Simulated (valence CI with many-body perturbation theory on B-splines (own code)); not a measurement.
**Energy levels of Ta⁵⁸⁺**

Method: relativistic CI+MBPT: five valence electrons over a frozen Dirac-Fock core [Ne], a basis of 9 s, 9 p, 8 d, 6 f, 3 g, 1 h functions for each j, with the one-electron correlation potential Σ1 (screened to all orders), the two-electron term Σ2, the three-electron term Σ3, Breit, model QED; selected single and double excitations, second order for the rest (own B-spline code, finite nucleus).

The last digits are not significant, and no measured levels were compared; by estimate large intervals hold to a few tenths of a per cent, small ones and those within an open d or f shell to about a per cent. Among the levels kept, up to 550 cm⁻¹ of a level comes from second order outside the variational space, and about a tenth of that is noise between levels of different J, which matters for small intervals.

Levels 46 to 52 of 52, with energies above the lowest level, (3s^2 3p1/2^2 3p3/2) J=3/2. "Leading %" is the weight of the configuration and term that name the level; weights of strongly mixed levels are sums over their largest components and can fall short. In the jj column 3d3/2^4 stands for four electrons in 3d with j = 3/2. Lifetimes count E1, E2, E3, M1 and M2 decay at the calculated energies, and are blank where another channel may lead or the interval is too uncertain; long ones can be off by a factor of two.

```json
{"No.": "46", "Configuration": "3s.3p4", "Term": "2P", "J": "1/2", "E (eV)": "857.57", "Leading %": "46", "Lifetime": "491 fs", "Second component": "28 % 3s.3p4 4P", "Leading jj": "3s 3p1/2 3p3/2^3 (74 %)"}
{"No.": "47", "Configuration": "3s.3p4", "Term": "2P", "J": "3/2", "E (eV)": "859.96", "Leading %": "39", "Lifetime": "419 fs", "Second component": "27 % 3s.3p4 2D", "Leading jj": "3s 3p1/2 3p3/2^3 (76 %)"}
{"No.": "48", "Configuration": "3s2.3p.3d2", "Term": "4G°", "J": "7/2", "E (eV)": "860.25", "Leading %": "55", "Lifetime": "2.98 ps", "Second component": "13 % 3s2.3p.3d2 2G°", "Leading jj": "3s^2 3p1/2 3d3/2 3d5/2 (95 %)"}
{"No.": "49", "Configuration": "3s2.3p.3d2", "Term": "2D°", "J": "5/2", "E (eV)": "864.24", "Leading %": "24", "Lifetime": "2.36 ps", "Second component": "19 % 3s2.3p.3d2 4D°", "Leading jj": "3s^2 3p1/2 3d3/2 3d5/2 (95 %)"}
{"No.": "50", "Configuration": "3s2.3p.3d2", "Term": "4D°", "J": "3/2", "E (eV)": "870.65", "Leading %": "42", "Lifetime": "2.27 ps", "Second component": "20 % 3s2.3p.3d2 2D°", "Leading jj": "3s^2 3p1/2 3d3/2 3d5/2 (95 %)"}
{"No.": "51", "Configuration": "3s2.3p.3d2", "Term": "4P°", "J": "1/2", "E (eV)": "872.78", "Leading %": "46", "Lifetime": "2.60 ps", "Second component": "27 % 3s2.3p.3d2 4D°", "Leading jj": "3s^2 3p1/2 3d3/2 3d5/2 (96 %)"}
{"No.": "52", "Configuration": "3s2.3p.3d2", "Term": "2H°", "J": "9/2", "E (eV)": "874.26", "Leading %": "50", "Lifetime": "3.54 ps", "Second component": "32 % 3s2.3p.3d2 2G°", "Leading jj": "3s^2 3p1/2 3d3/2 3d5/2 (97 %)"}
```
